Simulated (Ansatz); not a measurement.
Ansatz (a program for electronic structure) input (RPA@PBE/def2-QZVPP):
A basis named .json is the Basis Set Exchange file of that set.

Ansatz 0.2 input:
```yaml
crystal:
  periodic: [false, false, false]
  atoms:
    - {symbol: Rb, position_ang: [-0.00000000, -0.00000000, -0.67636361]}
    - {symbol: F, position_ang: [0.00000000, 0.00000000, 2.78060594]}
basis:
  gaussian:
    orbitals: def2-QZVPP.json
hamiltonian:
  xc: pbe
total_charge: 1
magnetization: {spin_polarized: true, initial_magnetization: 1}
correlation: {method: rpa, electrons: outside_noble_gas}
```

End of the output:

```
integrals: 0.09 GiB planned
752 factors; integrals over basis functions are off by at most 1.1e-3 eV
mean field: 0.33 GiB planned
mean field evaluation 1: about -3319.4833 eV, gradient 1.0e2 eV
mean field evaluation 2: about -3319.4828 eV, gradient 1.0e2 eV
mean field evaluation 4: about -2886.2203 eV, gradient 2.4e2 eV
mean field evaluation 8: about -3363.2700 eV, gradient 3.8e0 eV
mean field evaluation 16: about -3363.4068 eV, gradient 5.1e-7 eV
mean field evaluation 32: about -3363.3003 eV, gradient 3.0e-6 eV
mean field evaluation 64: about -3363.4020 eV, gradient 5.2e-2 eV
mean field evaluation 96: about -3268.1356 eV, gradient 3.9e1 eV
mean field -3363.40681842 eV, -123.6029207778 hartree, gradient 4.8e-7 eV, S^2 0.751492; 9 other end points of the search recorded, 0 dependent functions left out
5 core orbitals not correlated, not the lowest: weight in the atoms' cores, before any rotation towards them, 1.000 or more for the frozen orbitals, at most 0.000 for the correlated occupied ones
reference -3348.89306575 eV, -123.0695502052 hartree; 4, 3 occupied and 111, 112 virtual orbitals, 752 factors
Total energy: -3359.04688400 eV, -123.4426961434 hartree
```
